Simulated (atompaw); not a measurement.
# How hard is this chlorine PAW (atompaw) potential?

- Element: chlorine
- Generator: atompaw 4.2.0.5
- Type: PAW
- Functional: PBE
- Relativity: scalar-relativistic
- Frozen core: [Ne]
- Valence charge: 7
- Reference configuration: 3s1.5 3p5.5
- Partial waves: 3s (bound): rc 1.25 bohr; 3s channel at 7.92 Ry: rc 1.25 bohr; 3p (bound): rc 1.40 bohr; 3p channel at 2.35 Ry: rc 1.40 bohr; 3d channel at -0.05 Ry: rc 1.40 bohr
- Local potential: troulliermartins scheme with l = 3 at 0.5 Ry, radius 0.95 bohr
- Core correction: smooth core density matched at 1.40 bohr
- Augmentation charge: sinc compensation charge, radius 1.20 bohr; PAW radius 1.40 bohr; waves and projectors: custom rrkj vanderbiltortho

The pseudo-atom Hamiltonian at the reference potential is diagonalised in spherical Bessel functions j_l(qr) that vanish at 20 bohr, with q² up to the cutoff. All-electron valence levels (Ry): 3s -1.5453, 3p -0.6520.

How do the lowest levels (Ry) of each channel move with the cutoff, and are there ghosts?

```json
{"cutoff (Ry)": "8", "s #1": "-1.4780", "s #2": "-0.0220", "p #1": "-0.5616", "d #1": "0.0746", "f #1": "0.1189", "f #2": "0.2554", "Σ f·Δε (mRy)": "599.0"}
{"cutoff (Ry)": "12", "s #1": "-1.5062", "s #2": "-0.0234", "p #1": "-0.6254", "d #1": "0.0745", "f #1": "0.1189", "f #2": "0.2554", "Σ f·Δε (mRy)": "205.9"}
{"cutoff (Ry)": "21", "s #1": "-1.5415", "s #2": "-0.0255", "p #1": "-0.6493", "d #1": "0.0744", "f #1": "0.1189", "f #2": "0.2554", "Σ f·Δε (mRy)": "21.4"}
{"cutoff (Ry)": "30", "s #1": "-1.5449", "s #2": "-0.0258", "p #1": "-0.6515", "d #1": "0.0743", "f #1": "0.1189", "f #2": "0.2554", "Σ f·Δε (mRy)": "4.0"}
{"cutoff (Ry)": "45", "s #1": "-1.5451", "s #2": "-0.0259", "p #1": "-0.6520", "d #1": "0.0743", "f #1": "0.1189", "f #2": "0.2554", "Σ f·Δε (mRy)": "0.9"}
{"cutoff (Ry)": "55", "s #1": "-1.5453", "s #2": "-0.0259", "p #1": "-0.6521", "d #1": "0.0743", "f #1": "0.1189", "f #2": "0.2554", "Σ f·Δε (mRy)": "0.4"}
{"cutoff (Ry)": "400", "s #1": "-1.5454", "s #2": "-0.0259", "p #1": "-0.6521", "d #1": "0.0743", "f #1": "0.1189", "f #2": "0.2554", "Σ f·Δε (mRy)": "0.0"}
```

Result: no extra level below or beside the all-electron valence levels (s, p, d, f tested); 10 mRy is reached at 25 Ry and 1 mRy at 45 Ry.
